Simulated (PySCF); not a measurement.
p-cresol (C7H8O), singlet, geometry from GFN2-xTB, with bond 16-8 at 1.6 times its length. Base run: DF-HF/def2-SVP run with PySCF.

Here is a job for PySCF.
```python
from pyscf import gto, scf

mol = gto.Mole()
mol.atom = '''
    C    -2.83485466    0.11645217    0.39917449
    C    -1.35119902    0.04253937    0.19543320
    C    -0.48079655    0.69822704    1.05464705
    C     0.88746555    0.65034956    0.85778854
    C     1.41233797   -0.06087735   -0.21302987
    O     2.75310773   -0.13806513   -0.44684273
    C     0.54999479   -0.72197732   -1.08106165
    C    -0.81332749   -0.66596930   -0.87292005
    H    -3.32025483   -0.78818912    0.04028342
    H    -3.07584159    0.25269851    1.45093519
    H    -3.24713136    0.96147983   -0.15374877
    H    -0.87489984    1.25504510    1.89283045
    H     1.55226643    1.16616706    1.53910024
    H     3.22889816    0.36194627    0.22698678
    H     0.96800090   -1.27300046   -1.90846528
    H    -1.86980074   -1.49496423   -1.96164085
'''
mol.basis = 'def2-svp'
mol.verbose = 4
mol.build()

mf = scf.RHF(mol)
mf = mf.density_fit(auxbasis='def2-universal-jkfit')
mf.kernel()
```

Each row names what was changed in the base input (with any setting that the change needs).

```tsv
change	ΔE vs base (µEh)	SCF cycles
base	0.0	12
level_shift = 0.1 (with mf.max_cycle = 100)	0.0	13
solver = newton	0.0	-
diis = off (with mf.max_cycle = 100)	0.0	30
diis_space = 12	0.0	12
conv_tol = 1e-7	0.0	10
conv_tol = 1e-4	3.3	5
level_shift = 1.0 (with mf.max_cycle = 100)	0.0	23
level_shift = 0.3 (with mf.max_cycle = 100)	0.0	15
init_guess = mod_huckel	0.0	12
damp = 0.5; diis_start_cycle = 5	0.0	13
conv_tol = 1e-12	0.0	16
diis_space = 20	0.0	12
```
